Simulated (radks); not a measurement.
Problem. Radial electron density D(r) = 4 pi r^2 rho(r) of an atom or ion with 36 electrons. All-electron calculation, scalar-relativistic Kohn-Sham, LDA (Slater exchange, Perdew-Wang correlation), spin-unpolarised, spherical densities, point nucleus. Program: a radial shooting solver on a logarithmic mesh with Libxc functionals.

| r (bohr) | D(r) (e/bohr) |
|---|---|
| 0.001395 | 1.389 |
| 0.001802 | 2.190 |
| 0.002327 | 3.419 |
| 0.003006 | 5.271 |
| 0.003883 | 7.995 |
| 0.005016 | 11.88 |
| 0.006479 | 17.17 |
| 0.00837 | 23.98 |
| 0.0109 | 32.29 |
| 0.01408 | 40.69 |
| 0.01819 | 47.76 |
| 0.02349 | 51.47 |
| 0.03035 | 50.62 |
| 0.0392 | 46.51 |
| 0.05063 | 43.68 |
| 0.06541 | 47.23 |
| 0.08449 | 56.82 |
| 0.1091 | 63.56 |
| 0.141 | 58.00 |
| 0.1821 | 44.44 |
| 0.2352 | 38.99 |
| 0.3039 | 45.40 |
| 0.3925 | 46.37 |
| 0.5071 | 32.12 |
| 0.6603 | 15.80 |
| 0.8529 | 10.38 |
| 1.102 | 9.366 |
| 1.423 | 5.909 |
| 1.838 | 2.036 |
| 2.375 | 0.3408 |
| 3.068 | 0.02376 |
| 3.963 | 0.0005576 |

What is the nuclear charge?

Solution. Z = 41. The innermost maximum, from 1s, lies near gamma/Z bohr with gamma = sqrt(1 - (Z/c)^2) = 0.954, here 0.0233 bohr (found: 0.0254), and its height grows with Z. The density is that of the niobium ion Nb5+ in [Kr]; the configuration itself is not fixed sharply by these data, and Z only to a few units. D(r) has 3 maxima, at r = 0.0254, 0.112, 0.354 bohr, and minima at 0.0510, 0.228 bohr, inside which lie 2.03, 11.09 electrons.
